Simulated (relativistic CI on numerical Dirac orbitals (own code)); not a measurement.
## Hyperfine structure of Pr¹⁴⁺, mass number 141

Calculated at this level of theory: Dirac-Coulomb-Breit CI, orbitals from a KLI potential per configuration, model QED, unscaled Slater integrals (own radial code, finite nucleus).

CI space (outside the closed core [Ar] 3d10): 4s²4p⁶4d⁹, 4s²4p⁵4d¹⁰, 4s²4p⁶4d⁸4f, 4s4p⁶4d¹⁰, 4s²4p⁶4d⁸5s, 4s²4p⁵4d⁹4f, 4s²4p⁶4d⁸5p, 4s²4p⁶4d⁷4f5s, 4s4p⁶4d⁹4f, 4s²4p⁶4d⁸5d, 4s²4p⁶4d⁷5s5p, 4s²4p⁶4d⁸6s, 4s²4p⁵4d⁹5s, 4s²4p⁶4d⁸5f, 4s²4p⁶4d⁷5s², 4s²4p⁶4d⁶4f5s², 4s²4p⁵4d⁷4f5s², 4s²4p⁶4d⁶5s²5p. Double excitations out of closed p, d and f shells are left out; levels of such configurations are missing from the list, as are those of other unlisted configurations, and high levels can miss mixing partners.

Nuclear spin I = 5/2, μ = 4.266 μN, Q = -0.0589 b (tables of Stone and Pyykkö). The electronic factors are computed for point nuclear moments, without core polarisation or the Bohr-Weisskopf and QED corrections.

| Level | E (cm⁻¹) | A (MHz) | B (MHz) |
| --- | --- | --- | --- |
| 4s²4p⁶4d⁹ ²D5/2 | 0 | 5102 | 366 |
| 4s²4p⁶4d⁹ ²D3/2 | 32093 | 12650 | 285 |
| 4s²4p⁵4d¹⁰ ²P°3/2 | 841928 | 24130 | 1490 |
| 4s²4p⁶4d⁸4f ⁴F°7/2 | 917412 | 3382 | 266 |
| 4s²4p⁶4d⁸4f ⁴F°9/2 | 922022 | 2327 | 288 |
| 4s²4p⁶4d⁸4f ²P°1/2 | 927270 | 38940 |  |
| 4s²4p⁶4d⁸4f ⁴D°7/2 | 935095 | 2284 | -52.8 |
| 4s²4p⁶4d⁸4f ⁴I°15/2 | 935707 | 3153 | 142 |

Levels with J = 0, under 50 % of one LS term, or S terms without an open s electron are left out. Small factors come from cancelling terms and can be off by tens of per cent or more.

At this charge energies of transitions that change n are usually good to better than 1 %, and those within a shell (Δn = 0) to a few per cent. Levels and lines within the n = 5 or 6 shells can be off by up to 10 % or somewhat more, and those that change n by about 2 %, since core polarisation is missing.

**Question.** Give the hyperfine levels of 4s²4p⁶4d⁹ ²D5/2 relative to its centre of gravity.

**Answer.** With K = F(F + 1) − I(I + 1) − J(J + 1), E = AK/2 + B[¾K(K + 1) − I(I + 1)J(J + 1)]/[2I(2I − 1)J(2J − 1)]: F = 0: -44390, F = 1: -39370, F = 2: -29310, F = 3: -14140, F = 4: 6249, F = 5: 31980 MHz.

LS names give the leading component of a level, which can be under half, so a name can repeat, a term be missing and a line seem to break the LS rules.
